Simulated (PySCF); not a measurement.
An unknown shows these calculated signals:

¹H NMR (300 MHz, computed): δ 6.68 (d, 1H), 5.48 (m, 1H), 5.34 (m, 1H), 4.32 (m, 1H), 2.13 (s, 3H), 1.07 (d, 3H), -0.09 (br s, 1H).

¹³C{¹H} NMR (computed): δ 155.0 (CH), 141.6 (C), 64.0 (CH), 28.3 (CH3), 21.4 (CH3).

[PySCF 2.14.0 with density-fitted response routines: structure optimised with GFN2-xTB; NMR shieldings at PBE0/pcSseg-1/GIAO; gas phase; relativity neglected; single conformer; averaged over atoms made equivalent by symmetry, fast rotation or ring inversion]

References, each an isolated molecule treated in the same way: TMS for ¹H (σref 31.72), ¹³C (σref 186.93).

Q: Which of these does the molecule contain: a Si–H bond, a CF3 group, an NH or NH2 group, an S-methyl group, a tert-butyl group, a non-aromatic C=C double bond?

A: 
- A Si–H bond: yes (δH 5.34 (m), 5.48 (m)).
- A CF3 group: no.
- An NH or NH2 group: yes (δH -0.09 (br s)).
- An S-methyl group: no.
- A tert-butyl group: no.
- A non-aromatic C=C double bond: yes.

The data belong to `InChI=1S/C5H11NSi/c1-4-3-5(2)7-6-4/h3-4,6H,7H2,1-2H3/t4-/m0/s1`; they needn't prove each group on their own.

Carbon signals by region: 2 in the sp2 and nitrile region (100–160 ppm), 1 at 50–100 ppm, 2 below 50 ppm.

OH and NH positions are those of a molecule without intermolecular hydrogen bonds; in solution they move with solvent, concentration and temperature, and exchange usually removes their couplings. Shifts are as computed. Against solution values, carbons near 30 ppm lie about +3 ppm off and those near 130 ppm about +5 ppm. Of 1309 compounds with measured shifts, 239 miss one by over three times the rms of a fit or turn the order of signals round; such compounds aren't used in these exercises. No couplings were computed; multiplicities are counted from neighbouring protons, with m where these are inequivalent, close in shift, in a saturated or five-membered ring or joined by F or P, and br s for small geminal =CH2 splittings.
